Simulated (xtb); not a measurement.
xtb input (GFN1-xTB):

```bash
xtb mol.xyz --gfn 1 --sp --chrg -1 --uhf 0
```
mol.xyz:
```
17

C      2.46081496    -0.22211342     0.11832726
C      1.06656662    -0.68773153    -0.14426914
C      0.01882799     0.20855773    -0.29968199
C      0.08860276     1.60101801    -0.26877716
C     -1.36739594    -0.39583920    -0.46969187
C     -2.16303324    -0.45530780     0.84043394
H      3.16283481    -1.06117091     0.18959000
H      2.84023324     0.45239150    -0.67295246
H      2.55994069     0.36317708     1.05421764
H      0.86975817    -1.75417714    -0.16417683
H      1.01693985     2.12739204    -0.08482585
H     -0.79827847     2.20367412    -0.43190981
H     -1.93579265     0.19057141    -1.20162745
H     -1.27459103    -1.40860440    -0.87619945
H     -2.28984196     0.54752691     1.25223216
H     -1.62139794    -1.05114711     1.57898081
H     -3.15610340    -0.90113604     0.69862509
```

Output:

```
           -------------------------------------------------
          |                Calculation Setup                |
           -------------------------------------------------

           -------------------------------------------------
          |                 G F N 1 - x T B                 |
           -------------------------------------------------

        Reference                      10.1021/acs.jctc.7b00118
      * Hamiltonian:
        H0-scaling (s, p, d)           1.850000    2.250000    2.000000
        zeta-weighting                 0.000000
      * Dispersion:
        s8                             2.400000
        a1                             0.630000
        a2                             5.000000
        s9                             0.000000
      * Repulsion:
        kExp                           1.500000
        rExp                           1.000000
      * Coulomb:
        alpha                          2.000000
        third order                    atomic
        anisotropic                    false
      * Halogen bond correction:
        rad-scale                      1.300000
        damping                        0.440000

          ...................................................
          :                      SETUP                      :
          :.................................................:
          :  # basis functions                  46          :
          :  # atomic orbitals                  46          :
          :  # shells                           34          :
          :  # electrons                        36          :
          :  # halogen bonds                     0          :
          :  max. iterations                   250          :
          :  Hamiltonian                  GFN1-xTB          :
          :  restarted?                      false          :
          :  GBSA solvation                  false          :
          :  PC potential                    false          :
          :  electronic temp.          300.0000000     K    :
          :  accuracy                    1.0000000          :
          :  -> integral cutoff          0.2500000E+02      :
          :  -> integral neglect         0.1000000E-07      :
          :  -> SCF convergence          0.1000000E-05 Eh   :
          :  -> wf. convergence          0.2000000E-04 e    :
          :  Broyden damping             0.4000000          :
          :  net charge                         -1          :
          :  unpaired electrons                  0          :
          ...................................................

 iter      E             dE          RMSdq      gap      omega  full diag
   1    -19.0051554 -0.190052E+02  0.895E+00    4.15       0.0  T
   2    -19.0451563 -0.400008E-01  0.536E+00    3.61       1.0  T
   3    -19.0463403 -0.118402E-02  0.696E-01    3.20       1.0  T
   4    -19.0479470 -0.160665E-02  0.101E-01    3.32       1.0  T
   5    -19.0480169 -0.699782E-04  0.178E-02    3.36       1.4  T
   6    -19.0480173 -0.415768E-06  0.482E-03    3.37       5.0  T
   7    -19.0480174 -0.660617E-07  0.576E-04    3.37      42.1  T
   8    -19.0480174 -0.164395E-08  0.202E-04    3.37     120.0  T
   9    -19.0480174 -0.529646E-09  0.530E-05    3.37     457.5  T
  10    -19.0480174 -0.116920E-10  0.174E-05    3.37    1396.8  T

   *** convergence criteria satisfied after 10 iterations ***

         #    Occupation            Energy/Eh            Energy/eV
      -------------------------------------------------------------
         1        2.0000           -0.4794731             -13.0471
       ...           ...                  ...                  ...
        12        2.0000           -0.3173074              -8.6344
        13        2.0000           -0.2965498              -8.0695
        14        2.0000           -0.2800634              -7.6209
        15        2.0000           -0.2531440              -6.8884
        16        2.0000           -0.2489581              -6.7745
        17        2.0000           -0.2096594              -5.7051
        18        2.0000           -0.1038867              -2.8269 (HOMO)
        19                          0.0199603               0.5431 (LUMO)
        20                          0.0396866               1.0799
        21                          0.0540582               1.4710
        22                          0.0685496               1.8653
        23                          0.0812784               2.2117
       ...                                ...                  ...
        46                          0.7781666              21.1750
      -------------------------------------------------------------
                  HL-Gap            0.1238470 Eh            3.3700 eV
             Fermi-level           -0.0419632 Eh           -1.1419 eV

 SCC (total)                   0 d,  0 h,  0 min,  0.014 sec
 SCC setup                      ...        0 min,  0.000 sec (  0.804%)
 Dispersion                     ...        0 min,  0.000 sec (  0.473%)
 classical contributions        ...        0 min,  0.000 sec (  0.250%)
 integral evaluation            ...        0 min,  0.003 sec ( 25.388%)
 iterations                     ...        0 min,  0.003 sec ( 23.856%)
 molecular gradient             ...        0 min,  0.007 sec ( 47.768%)
 printout                       ...        0 min,  0.000 sec (  1.354%)

         :::::::::::::::::::::::::::::::::::::::::::::::::::::
         ::                     SUMMARY                     ::
         :::::::::::::::::::::::::::::::::::::::::::::::::::::
         :: total energy             -18.773119144889 Eh    ::
         :: gradient norm              0.025845671582 Eh/a0 ::
         :: HOMO-LUMO gap              3.370048435017 eV    ::
         ::.................................................::
         :: SCC energy               -19.048017417190 Eh    ::
         :: -> electrostatic           0.109730303655 Eh    ::
         :: repulsion energy           0.281139003711 Eh    ::
         :: dispersion energy         -0.006240731410 Eh    ::
         :: halogen bond corr.         0.000000000000 Eh    ::
         :: add. restraining           0.000000000000 Eh    ::
         :: total charge              -1.000000000000 e     ::
         :::::::::::::::::::::::::::::::::::::::::::::::::::::

           -------------------------------------------------
          |                Property Printout                |
           -------------------------------------------------

    * Orbital Energies and Occupations

         #    Occupation            Energy/Eh            Energy/eV
      -------------------------------------------------------------
         1        2.0000           -0.4794731             -13.0471
       ...           ...                  ...                  ...
         6        2.0000           -0.3730544             -10.1513
         7        2.0000           -0.3674744              -9.9995
         8        2.0000           -0.3433925              -9.3442
         9        2.0000           -0.3360505              -9.1444
        10        2.0000           -0.3268695              -8.8946
        11        2.0000           -0.3230438              -8.7905
        12        2.0000           -0.3173074              -8.6344
        13        2.0000           -0.2965498              -8.0695
        14        2.0000           -0.2800634              -7.6209
        15        2.0000           -0.2531440              -6.8884
        16        2.0000           -0.2489581              -6.7745
        17        2.0000           -0.2096594              -5.7051
        18        2.0000           -0.1038867              -2.8269 (HOMO)
        19                          0.0199603               0.5431 (LUMO)
        20                          0.0396866               1.0799
        21                          0.0540582               1.4710
        22                          0.0685496               1.8653
        23                          0.0812784               2.2117
        24                          0.0888693               2.4183
        25                          0.1066569               2.9023
        26                          0.1199864               3.2650
        27                          0.1263571               3.4384
        28                          0.1325485               3.6068
        29                          0.1529988               4.1633
       ...                                ...                  ...
        46                          0.7781666              21.1750
      -------------------------------------------------------------
                  HL-Gap            0.1238470 Eh            3.3700 eV
             Fermi-level           -0.0419632 Eh           -1.1419 eV

  Mulliken/CM5 charges         n(s)   n(p)   n(d)
     1C    -0.03313 -0.17537   0.989  3.044  0.000
     2C    -0.30564 -0.36653   1.003  3.303  0.000
     3C     0.03395  0.01402   1.064  2.902  0.000
     4C    -0.38118 -0.48090   0.992  3.389  0.000
     5C    -0.03560 -0.14169   1.024  3.012  0.000
     6C    -0.07613 -0.22533   1.003  3.073  0.000
     7H    -0.03758  0.01306   1.038  0.000  0.000
     8H    -0.02246  0.02768   1.022  0.000  0.000
     9H    -0.02416  0.02564   1.024  0.000  0.000
    10H    -0.03438  0.02176   1.034  0.000  0.000
    11H    -0.01874  0.03473   1.019  0.000  0.000
    12H    -0.03442  0.01876   1.034  0.000  0.000
    13H    -0.01196  0.04317   1.012  0.000  0.000
    14H    -0.01273  0.04281   1.013  0.000  0.000
    15H     0.00829  0.06035   0.992  0.000  0.000
    16H     0.00637  0.05823   0.994  0.000  0.000
    17H    -0.02050  0.02963   1.021  0.000  0.000

Wiberg/Mayer (AO) data.
largest (>0.10) Wiberg bond orders for each atom

 ---------------------------------------------------------------------------
     #   Z sym  total        # sym  WBO       # sym  WBO       # sym  WBO
 ---------------------------------------------------------------------------
     1   6 C    3.987 --     2 C    1.021     7 H    0.990     8 H    0.979
                             9 H    0.977
     2   6 C    3.774 --     3 C    1.462     1 C    1.021    10 H    0.972
                             4 C    0.256
     3   6 C    3.976 --     4 C    1.480     2 C    1.462     5 C    0.983
     4   6 C    3.768 --     3 C    1.480    12 H    0.982    11 H    0.981
                             2 C    0.256
     5   6 C    3.981 --     6 C    1.003     3 C    0.983    14 H    0.979
                            13 H    0.978
     6   6 C    3.993 --     5 C    1.003    17 H    0.990    16 H    0.988
                            15 H    0.988
     7   1 H    1.016 --     1 C    0.990
     8   1 H    1.018 --     1 C    0.979
     9   1 H    1.018 --     1 C    0.977
    10   1 H    1.001 --     2 C    0.972
    11   1 H    1.005 --     4 C    0.981
    12   1 H    1.004 --     4 C    0.982
    13   1 H    1.017 --     5 C    0.978
    14   1 H    1.017 --     5 C    0.979
    15   1 H    1.021 --     6 C    0.988
    16   1 H    1.017 --     6 C    0.988
    17   1 H    1.012 --     6 C    0.990
 ---------------------------------------------------------------------------

Topologies differ in total number of bonds
Writing topology from bond orders to xtbtopo.mol

 dipole moment from electron density (au)
     X       Y       Z
  -0.9019  -0.7370   0.3171  total (Debye):    3.068

           -------------------------------------------------
          | TOTAL ENERGY              -18.773119144889 Eh   |
          | GRADIENT NORM               0.025845671582 Eh/α |
          | HOMO-LUMO GAP               3.370048435017 eV   |
           -------------------------------------------------

------------------------------------------------------------------------
------------------------------------------------------------------------
Note: The following floating-point exceptions are signalling: IEEE_DENORMAL
normal termination of xtb
 total:
 SCF:
```

It need not be the lowest isomer of its formula. Whether it binds its extra electron was not tested at this geometry.
